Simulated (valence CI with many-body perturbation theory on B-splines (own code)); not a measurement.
## E1 line list for Se²⁺

Method: valence CI with perturbative core correlation (CI+MBPT): four valence electrons over a frozen Dirac-Fock core [Ar] 3d10, a basis of 11 s, 11 p, 10 d, 8 f, 5 g, 2 h functions for each j, with the one-electron correlation potential Σ1 (screened to all orders), the two-electron term Σ2, the three-electron term Σ3, Breit, model QED; selected single and double excitations, second order for the rest, scaled by the run's own slope (own B-spline code, finite nucleus).

Against 29 measured levels this calculation errs by 224 cm⁻¹ on average and by 760 at most. These come from a selection out of Moore, Atomic Energy Levels, vol. II, NSRDS-NBS 35 (1971 reprint of NBS Circular 467, 1952), an old analysis. Levels without a partner in it may be off by more. Among the levels kept, up to 2000 cm⁻¹ of a level comes from second order outside the variational space, and about a tenth of that is noise between levels of different J, which matters for small intervals.

Lines 201 to 250 of 490 in falling wavelength, among levels below 231004 cm⁻¹, chosen from the strongest by gf and those to the six lowest levels. Wavelengths and rates use the calculated energies, so an error of 200 cm⁻¹ moves a line at 419.0 nm by 0.84 % and its rate by three times that or more. Electric multipoles are in the length gauge, E1 and E2 with the static RPA response of the core. Weak lines are less certain than strong ones. Lines between different terms over intervals too small for the method are left out, as are lines whose strength nearly cancels. Where a level lies close to another of its J and parity, the split of strength between their lines is uncertain. The highest levels of a list are the least certain.

Names give the largest LS component (configuration and term), which can be under half, so a name can repeat, a term be missing and a line seem to break the LS rules; names also repeat where a configuration has a term twice. Letters in brackets count levels of one name in rising energy.

```
λ vac (nm)  λ from measured levels                Upper                Lower   A (s⁻¹)  S (a.u.)
     427.0                              4s2.4p.5g 1G°_4       4s2.4p.4f 1G_4  1.64e+07  5.67e+00
     425.6                           4s2.4p.7p 3D_2 [a]      4s2.4p.5d 3P°_1  3.52e+07  6.70e+00
     424.6                              4s2.4p.5g 3F°_3       4s.4p2.4d 5F_2  3.61e+07  9.56e+00
     423.6                               4s2.4p.5f 3F_2      4s2.4p.5d 3D°_1  1.42e+08  2.67e+01
     420.5                           4s2.4p.5f 3D_3 [b]  4s2.4p.5d 3P°_2 [b]  1.58e+08  4.05e+01
     419.9                              4s2.4p.5g 1H°_5       4s2.4p.4f 1G_4  3.00e+08  1.21e+02
     419.0                   417.0       4s2.4p.5p 1P_1      4s2.4p.5s 3P°_1  8.35e+07  9.10e+00
     418.5                               4s2.4p.5f 3F_4      4s2.4p.5d 3D°_3  1.87e+08  6.08e+01
     418.4                               4s2.4p.5f 3D_2      4s2.4p.5d 3P°_1  7.13e+07  1.29e+01
     417.6                              4s2.4p.5g 3F°_2   4s.4p2.4d 5F_1 [b]  7.08e+07  1.27e+01
     415.9                              4s2.4p.5g 3F°_2   4s.4p2.4d 5F_1 [a]  5.04e+07  8.94e+00
     415.0                          4s2.4p.5g 3G°_3 [b]       4s2.4p.4f 3D_2  2.40e+08  5.94e+01
     414.9                               4s2.4p.5f 3D_2  4s2.4p.5d 3P°_2 [b]  3.75e+07  6.60e+00
     413.2                           4s2.4p.5f 3D_3 [a]  4s2.4p.5d 3P°_2 [a]  1.90e+08  4.63e+01
     412.0                               4s2.4p.5f 3D_1      4s2.4p.5d 3P°_0  9.39e+07  9.73e+00
     410.7                               4s2.4p.5f 1F_3      4s2.4p.5d 1D°_2  1.93e+08  4.62e+01
     410.4                          4s2.4p.5g 3F°_4 [b]       4s2.4p.4f 3D_3  2.75e+08  8.44e+01
     410.1                               4s2.4p.5f 3D_1      4s2.4p.5d 3P°_1  9.41e+07  9.60e+00
     409.2                               4s2.4p.5f 3G_4      4s2.4p.5d 3F°_3  2.08e+08  6.31e+01
     407.7                              4s2.4p.5g 3F°_2       4s2.4p.4f 3D_2  5.37e+07  8.98e+00
     406.6                           4s2.4p.5f 3D_3 [b]      4s2.4p.5d 3D°_3  4.87e+07  1.13e+01
     406.4                   404.8       4s2.4p.5p 3P_1      4s2.4p.5s 1P°_1  6.38e+07  6.34e+00
     405.7                              4s2.4p.5g 3G°_5       4s2.4p.4f 3G_5  2.81e+07  1.02e+01
     403.5                              4s2.4p.5g 3F°_3       4s2.4p.4f 3D_3  4.00e+07  9.08e+00
     402.4                              4s2.4p.5g 3H°_5   4s2.4p.4f 3F_4 [a]  3.41e+08  1.21e+02
     401.5                          4s2.4p.5g 3G°_3 [a]       4s2.4p.4f 3F_2  3.06e+08  6.83e+01
     400.0                               4s2.4p.5f 3G_5      4s2.4p.5d 3F°_4  2.29e+08  7.96e+01
     399.3                              4s2.4p.5g 3H°_6       4s2.4p.4f 3G_5  3.50e+08  1.43e+02
     398.8                          4s2.4p.5g 3F°_4 [a]       4s2.4p.4f 3F_3  2.36e+08  6.65e+01
     398.6                              4s2.4p.5g 3H°_4       4s2.4p.4f 3F_3  1.06e+08  2.98e+01
     398.4                               4s2.4p.5f 3G_3      4s2.4p.5d 3F°_2  2.16e+08  4.72e+01
     398.0                              4s.4p2.5p 5D°_2       4s.4p2.5s 5P_2  5.35e+07  8.33e+00
     397.1                               4s2.4p.5f 3F_4      4s2.4p.5d 3F°_4  3.98e+07  1.11e+01
     394.1                          4s2.4p.5g 3F°_4 [a]       4s2.4p.4f 1F_3  8.94e+07  2.43e+01
     393.9                              4s2.4p.5g 3H°_4       4s2.4p.4f 1F_3  2.41e+08  6.54e+01
     393.9                              4s.4p2.5p 5D°_0       4s.4p2.5s 5P_1  1.49e+08  4.50e+00
     393.8                          4s2.4p.5g 3G°_3 [a]       4s2.4p.4f 1F_3  2.35e+07  4.95e+00
     393.7                              4s2.4p.5g 3G°_5   4s2.4p.4f 3F_4 [b]  2.92e+08  9.67e+01
     393.5                              4s2.4p.5g 1G°_4   4s2.4p.4f 3F_4 [b]  2.01e+07  5.43e+00
     390.9                          4s2.4p.5g 3F°_4 [b]   4s2.4p.4f 3F_4 [b]  4.06e+07  1.08e+01
     390.2                              4s.4p2.5p 5D°_1       4s.4p2.5s 5P_1  1.18e+08  1.04e+01
     389.3                              4s2.4p.5g 1G°_4       4s2.4p.4f 3G_3  3.23e+08  8.47e+01
     387.4                              4s2.4p.5g 1H°_5   4s2.4p.4f 3F_4 [b]  3.16e+07  9.98e+00
     386.5                          4s2.4p.5g 3G°_3 [b]       4s2.4p.4f 3G_3  4.28e+07  8.53e+00
     381.8                   380.2       4s2.4p.5p 3D_3      4s2.4p.5s 3P°_2  1.63e+08  3.14e+01
     375.2                   374.0       4s2.4p.5p 3D_2      4s2.4p.5s 3P°_1  1.61e+08  2.09e+01
     374.9                              4s.4p2.5p 5D°_2       4s.4p2.5s 5P_1  1.00e+08  1.30e+01
     372.6                   371.3       4s2.4p.5p 3D_1      4s2.4p.5s 3P°_0  1.27e+08  9.76e+00
     365.0                   363.9       4s2.4p.5p 3P_2      4s2.4p.5s 3P°_2  1.85e+08  2.21e+01
     358.6                   357.1       4s2.4p.5p 3P_0      4s2.4p.5s 3P°_1  1.98e+08  4.50e+00
```
